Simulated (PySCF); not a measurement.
Computed properties of CaCl, SMILES [Ca+][Cl], charge +1

CaCl, SMILES [Cl][Ca+], charge +1. The structure is a stationary point at PBE0-D3(BJ)/def2-TZVPD. The multiplicity is an assumed one; other spin states were not compared. One conformer was computed; it need not be the lowest. All values are computed for the isolated molecule unless a solvent is named; none is compared with measurement here.

**Structure.** The optimised structure has C∞v symmetry. All 1 harmonic modes at PBE0-D3(BJ)/def2-TZVPD (PySCF) are real, so it is a minimum.

**Vibrations.** The strongest infrared lines (harmonic, unscaled, degenerate partners summed) lie at 454 cm⁻¹ (108 km/mol, Cl 53 %, Ca 47 %). The softest mode is at 454 cm⁻¹ and the zero-point energy is 0.6 kcal/mol.

**Electronic structure.** HF/def2-TZVPD (PySCF) places the frontier levels at -15.86 and -5.43 eV, a gap of 10.43 eV and a mean polarisability of 25.9 bohr³. PBE/def2-TZVPD (PySCF) at the same geometry gives -11.84 and -7.96 eV, so its gap is 6.55 eV narrower. An orbital gap is neither the optical nor the fundamental gap.

**Excitations.** TDDFT-M06-2X/def2-TZVPD (PySCF) has S1 at 4.63 eV (268 nm, f = 0.026, weak); the most intense of the 10 singlets computed lies at 4.63 eV (f = 0.03). Strengths of degenerate partners are summed. No vertical singlet excitation falls in the visible range (under 3.1 eV).
